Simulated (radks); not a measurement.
The palladium ion Pd+, configuration [Kr] 4d9.

Method: Dirac Kohn-Sham, PBE, spin-unpolarised, spherical densities, finite nucleus; open shells fill j = l - 1/2 first; Fermi nuclear charge, rms radius 4.5318 fm; computed with a radial shooting solver on a logarithmic mesh with Libxc functionals.

Energy parts (hartree):
| part | energy |
|---|---|
| total | -5046.51547 |
| kinetic | 5270.91892 |
| electron-nucleus | -12214.59074 |
| Hartree | 2041.05652 |
| exchange-correlation | -143.90017 |

Orbitals (lengths in bohr, moments of r in powers of bohr):
orbital  occ.  eigenvalue (hartree)     <r^2>      <r^4>  small-component weight
1s1/2       2             -887.9696  0.001371  4.883e-06                2.83e-02
2s1/2       2             -129.9681   0.02250  0.0008736                5.91e-03
2p1/2       2             -120.5839   0.01685  0.0005711                5.92e-03
2p3/2       4             -114.7261   0.01818  0.0006544                5.69e-03
3s1/2       2             -23.77375    0.1645    0.04161                1.65e-03
3p1/2       2             -20.06971    0.1603    0.04155                1.59e-03
3p3/2       4             -19.04874    0.1696    0.04635                1.53e-03
3d3/2       4             -12.49089    0.1510    0.04303                1.42e-03
3d5/2       6             -12.28733    0.1538    0.04456                1.40e-03
4s1/2       2              -3.54980     1.014      1.555                4.08e-04
4p1/2       2              -2.40619     1.192      2.258                3.52e-04
4p3/2       4              -2.24258     1.267      2.560                3.34e-04
4d3/2       4              -0.54701     2.572      13.95                1.90e-04
4d5/2       5              -0.52940     2.654      14.94                1.85e-04

The highest occupied level is 4d5/2 at -14.406 eV. For comparison, the ionisation energy in NIST's Atomic Spectra Database is 19.4 eV (semi-empirical). In exact Kohn-Sham theory the highest level is minus the ionisation energy, but local and semilocal functionals leave it too shallow, through self-interaction and a potential that decays too fast; potentials with the right tail come closer. Summed over all electrons, <r^2> = 36.05 bohr^2, which gives a Langevin (diamagnetic) susceptibility term of -28.5 x 10^-6 cm^3/mol.

Beside tabulated values, note that spin-unpolarised runs miss the spin-polarisation part of the exchange energy of open shells.
